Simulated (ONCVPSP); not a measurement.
# Before and after: ONCV potential for Mn (Z = 25)

```
Element                 : Mn
Generator               : ONCVPSP 4.0.1
Type                    : optimised norm-conserving Vanderbilt (ONCV)
Functional              : PBE
Relativity              : scalar-relativistic
Frozen core             : [Ar]
Valence charge          : 7
Reference configuration : 3d5 4s2
Partial waves           : 4s: rc 2.75 bohr, ncon 4, nbas 9, qcut 1.9 1/bohr, 2 projectors, debl 2 Ha; p scattering state at 0.39 Ha: rc 2.05 bohr, ncon 3, nbas 7, qcut 4.7 1/bohr, 2 projectors, debl 1.3 Ha; 3d: rc 1.20 bohr, ncon 4, nbas 8, qcut 11.8 1/bohr, 1 projector
Local potential         : polynomial inside 0.80 bohr (lpopt 5, dvloc0 1 Ha)
Core correction         : Teter function, fcfact 5.75, rcfact 1.6
```

All-electron outer shells of the reference configuration (PBE, scalar-relativistic, ld1.x):

```csv
shell,level (eV),outermost node (bohr),outermost maximum (bohr)
3p,-54.59,0.31,0.75
3d,-6.77,–,0.76
4s,-5.11,1.05,2.51
```

Change: s: qcut 1.2.

Cutoffs: the cutoffs (Ha) at which the residual kinetic energy of the hardest occupied pseudo-wave falls to 1 and 0.1 mHa per electron; they do not see the model core or the augmentation charge, which bear on the density cutoff. Errors are all-electron minus pseudo energies relative to the spin-unpolarised reference configuration.

How do hardness, ghosts and transferability respond?

The potential gets neither clearly harder nor softer (58 Ha and 65 Ha → 58 Ha and 65 Ha); both files keep a bound ghost (s); of the 4 tests that both files solve, the error grows in 0 and shrinks in 1 by more than 15 % and 0.3 meV (median size 254.2 → 243.0 meV).

| quantity | base | changed |
| --- | --- | --- |
| cutoff, loose | 58 Ha | 58 Ha |
| cutoff, tight | 65 Ha | 65 Ha |
| loose cutoff by channel | s 9.1 Ha, d 58 Ha | s 17 Ha, d 58 Ha |
| bound ghosts | s | s |
| GHOST(+) flags under 300 eV | p at 18.6 eV, s at 97.9 eV | p at 18.6 eV, s at 99.8 eV |
| error for 3d5 4s1, meV [ΔE 8.42 eV] | -55 | -55 |
| error for 3d5 4s0, meV [ΔE 24.02 eV] | -392 | -400 |
| error for 3d4 4s0, meV [ΔE 56.53 eV] | -1056 | -1151 |
| error for 3d4 4s2, meV [ΔE 13.19 eV] | -116 | -86 |
| s: phases at 2.79 bohr within 0.05 rad from the reference energy up to (Ha; the scan ends near 5) | 3.1 | 3.3 |
| p: phases at 2.08 bohr within 0.05 rad from the reference energy up to (Ha; the scan ends near 5) | 0.6 | 0.6 |
| d: phases at 1.22 bohr within 0.05 rad from the reference energy up to (Ha; the scan ends near 5) | 3.2 | 3.2 |
| rms error of d²Exc/dni dnj with the model core, mHa | 5.44 | 5.44 |

 A true bound ghost makes a file unfit for plane-wave use even where its test errors are small: the radial tests pick states by their node count and pass the ghost by.
